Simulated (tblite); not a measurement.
A tight-binding relaxation on `C(/C)(O[SiH2]CF)=C/C#CC`.

Computed with GFN2-xTB geometry optimisation, gas phase (tblite 0.8.0). Start geometry: from a force field or distance geometry. A driver script takes a list of jobs; this job's settings line and coordinates (Å) are shown.

Command:
```bash
OMP_NUM_THREADS=1 python probes_run.py task.json out
```

Input:
```
{"job": {"kind": "relax", "xc": "GFN2-xTB", "basis": "xTB"}, "charge": 0, "multiplicity": 1}
C     -4.608200     0.028700    -1.091600
C     -3.287100     0.496900    -0.712200
C     -2.154900     0.883900    -0.389500
C     -0.850500     1.342500    -0.032800
C      0.097800     0.447200     0.328600
C     -0.318500    -0.977000     0.287200
O      1.369900     0.878300     0.674200
Si     2.742300    -0.119500     0.936300
C      4.259400     0.583500     0.093900
F      5.303000    -0.309200     0.141000
H     -4.934400    -0.723100    -0.341600
H     -4.593400    -0.476300    -2.098400
H     -5.280200     0.895300    -1.176100
H     -0.622000     2.395800    -0.028900
H     -1.170900    -1.149000     1.006800
H      0.508300    -1.585000     0.685100
H     -0.590100    -1.271800    -0.752500
H      2.526400    -1.480000     0.387900
H      2.973600    -0.170900     2.403300
H      4.019500     0.771500    -0.960900
H      4.600900     1.496000     0.639800
```

Output:
```
step      E/eV     max force
  0    -845.58562    3.274
  1    -845.61732    7.505
  2    -845.87660    1.115
  3    -845.93361    0.723
  4    -845.98385    0.506
  5    -846.00320    0.341
  6    -846.01860    0.281
  7    -846.03743    0.314
  8    -846.05091    0.247
  9    -846.06194    0.254
... (102 lines left out)
112    -846.31203    0.021
113    -846.31214    0.027
114    -846.31223    0.025
115    -846.31229    0.022
116    -846.31234    0.015
117    -846.31241    0.018
118    -846.31247    0.017
119    -846.31251    0.012
120    -846.31253    0.011
121    -846.31255    0.009
```

«max force» is the largest atomic force in eV/Å.

Question: From which step on does the largest force stay under 0.1 eV/Å, and how much energy is left to gain from there?

Answer: From step 77 (0.068 eV/Å), 10.2 meV above the end.

Summary of the converged run: energy lowered by 16.8 kcal/mol over 121 steps; largest atomic force 0.009 eV/Å at the end.

Question: Where do the atoms end?

Answer: 0.636 Å rms from the input after alignment:
```
atom  x, y, z in Å
C1    -4.7144    0.4196   -0.8896
C2    -3.2945    0.6180   -0.7056
C3    -2.1101    0.7682   -0.5526
C4    -0.7304    0.9953   -0.3951
C5     0.1354    0.0688    0.0322
C6    -0.2394   -1.3261    0.4088
O7     1.4486    0.4052    0.1235
Si8    2.7530   -0.3166    0.7556
C9     4.1182    0.9132    0.2432
F10    5.3368    0.4861    0.7334
H11   -5.1063   -0.2354   -0.1114
H12   -4.9049   -0.0370   -1.8614
H13   -5.2348    1.3761   -0.8423
H14   -0.3720    1.9845   -0.6455
H15   -1.3102   -1.4672    0.2961
H16    0.0504   -1.5206    1.4410
H17    0.2891   -2.0363   -0.2261
H18    3.0138   -1.6354    0.1748
H19    2.6633   -0.4139    2.2143
H20    4.2384    0.9948   -0.8399
H21    3.9609    1.9167    0.6463
```

Time: 0.93 s wall. Hardware: Arm Neoverse V2, one thread, shared host with 32 logical CPUs at a one-minute load of 23.
Labels such as C1 count atoms from 1, the log's own numbers from 0.
